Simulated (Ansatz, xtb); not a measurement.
**Relative energy of two isomers of C5H6FPSi**

We compare I, `FC1=CC=CP=C1[SiH3]`, a singlet, with II, `FC1=PC=CC=C1[SiH3]`, a singlet. Both are isolated molecules in the gas phase, relaxed with B3LYP/def2-SVP.

Question: Estimate which is lower in electronic energy at CCSD(T)/def2-SVP + ΔMP2/def2-TZVPP, and by roughly how much.

Answer: The CCSD(T)/def2-SVP + ΔMP2/def2-TZVPP calculation puts structure I lower, by 0.218 eV.

How the difference moves with the method:

```
                             level        geometry  E(II) − E(I) (eV)  departure from the last row (eV)  job, with rough time for the two
                          GFN2-xTB        GFN2-xTB              +0.045                            −0.173              optimisation, 0.85 s
                         HF/STO-3G        GFN2-xTB              −0.027                            −0.245               single point, 2.4 s
                r2SCAN-D4/def2-SVP        GFN2-xTB              +0.227                            +0.009                single point, 14 s
                    B3LYP/def2-SVP  B3LYP/def2-SVP              +0.206                            −0.012             optimisation, 2.5 min
                       HF/def2-SVP  B3LYP/def2-SVP              +0.267                            +0.048           part of the CCSD(T) run
                      MP2/def2-SVP  B3LYP/def2-SVP              +0.230                            +0.012           part of the CCSD(T) run
                  CCSD(T)/def2-SVP  B3LYP/def2-SVP              +0.207                            −0.011                      single point
CCSD(T)/def2-SVP + ΔMP2/def2-TZVPP  B3LYP/def2-SVP              +0.218                                               single point, 5.6 min
```

As drawn, both hold the same kinds of bond in the same numbers.

HF/STO-3G puts the two in the other order. The largest departure from CCSD(T)/def2-SVP + ΔMP2/def2-TZVPP is that of HF/STO-3G, 0.245 eV. The last row adds to CCSD(T) the change of the MP2 difference between the two basis sets, here +0.011 eV.

With thermal terms from frequencies at re-optimised GFN2-xTB minima (ideal gas, soft modes damped towards free rotors, one conformer each, 298.15 K, 1 atm): the zero-point term adds +0.004 eV; ΔH is +0.222 and ΔG +0.224 eV.

The correlated steps freeze 16 core orbitals. Programs: Ansatz 0.2.0, xtb 6.7.1; the last row on 2 threads of Intel(R) Xeon(R) Processor @ 2.50GHz (Skylake/Cascade Lake) on a shared host.
